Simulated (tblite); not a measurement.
C₅H₉F₂O₂ (doublet state).
Cartesian coordinates in Å at the GFN2-xTB level; atoms count from 1:
```
atom  x, y, z in Å
C1     0.131    1.807   -1.093
C2     0.339    0.900    0.120
C3    -0.898    0.202    0.542
C4    -1.599   -0.743   -0.355
O5    -2.158   -1.840    0.327
O6     1.368   -0.053   -0.291
C7     1.842   -0.835    0.682
F8     1.012   -1.894    0.951
F9     2.996   -1.384    0.279
H10    1.075    2.267   -1.369
H11   -0.592    2.579   -0.848
H12   -0.234    1.223   -1.931
H13    0.748    1.483    0.958
H14   -1.223    0.258    1.567
H15   -0.917   -1.080   -1.152
H16   -2.456   -0.256   -0.845
H17   -1.450   -2.302    0.793
H18    2.010   -0.325    1.653
```

Computed values, GFN2-xTB/tblite, gas phase, harmonic and unscaled. Against measured fundamentals such values can be off by several per cent, at times by over 20. One conformer, not necessarily the lowest. Open shells enter through the occupations alone, without spin polarisation, and single modes of such species can be off by tens of per cent.

Harmonic wavenumbers (cm⁻¹): 42.1, 58.9, 88.2, 99.7, 175.8, 188.9, 208.1, 274.1, 319.1, 369.0, 393.5, 422.6, 481.2, 556.6, 600.6, 614.8, 858.2, 882.3, 936.3, 954.7, 1000.2, 1042.9, 1071.9, 1083.7, 1110.3, 1122.3, 1155.2, 1182.0, 1260.9, 1271.2, 1277.7, 1305.8, 1313.2, 1318.4, 1346.7, 1386.0, 1425.7, 1464.0, 1478.1, 2823.8, 2830.4, 2862.3, 2866.7, 3055.7, 3058.8, 3072.0, 3117.5, 3527.7.

A = 1938, B = 1251, C = 833.5 MHz; mass 139.057 u (most abundant isotopes); point group C1, symmetry number 1; spin multiplicity 2.

Problem. Zero-point energy?

Solution. ½Σν̃ = 29678 cm⁻¹ = 355.02 kJ/mol.

Problem. Entropy at 500 K, 1 bar (ideal gas, RRHO, classical rotation)?

Solution. Translation 181.15, rotation 129.69, vibration 222.78, spin (R ln 2) 5.76: S = 539.4 J/(mol K).

Problem. And Cp and H(500 K) − H(0)?

Solution. Cp = 236.57 J/(mol K), of which vibrations give 203.32 (their classical limit is 48 R = 399.1); H(500 K) − H(0) = 71.58 kJ/mol without the zero-point energy, 54.95 from vibrations.

Problem. What must be added to the electronic energy to get the Gibbs energy at 500 K and 1 bar?

Solution. ZPE + [H(500 K) − H(0)] − T·S = 355.02 + 71.58 − 269.69 = 156.91 kJ/mol.

Problem. Blend soft modes into free rotors: weight 1/[1 + (100 cm⁻¹/ν̃)⁴] for the oscillator and the rest for a rotor with moment μB/(μ + B), μ = h/(8π²ν), B = 10⁻⁴⁴ kg m². What vibrational entropy results?

Solution. 202.83 J/(mol K) in place of 222.78, which changes −T·S at 500 K by +9.97 kJ/mol.

Problem. How do the functions run with temperature in this model?

Solution. 
```
T (K)  S (J/(mol K))  Cp (J/(mol K))  H − H(0) (kJ/mol)  G − H(0) (kJ/mol)  ln q(vib)
  100          306.9            85.3               5.88             -24.81       2.20
  200          379.0           126.1              16.52             -59.28       5.24
  300          437.5           165.1              31.07            -100.17       8.12
  800          666.8           304.3             153.70            -379.73      21.13
 1000          737.9           332.9             217.59            -520.36      25.73
```

q(vib) and H(0) count from the zero-point level.

Problem. Which modes carry the vibrational entropy at 500 K?

Solution. 42.1 cm⁻¹: 25.87; 58.9 cm⁻¹: 23.08; 88.2 cm⁻¹: 19.74; 99.7 cm⁻¹: 18.72; 175.8 cm⁻¹: 14.07; 188.9 cm⁻¹: 13.48 J/(mol K); the other 42 give 107.81 together.

Hindered rotation and anharmonicity are outside this model. Other conformers, if any are populated, would add a mixing term that is left out. The structure is chiral; the term R ln 2 for an equal mix with its mirror image is left out.
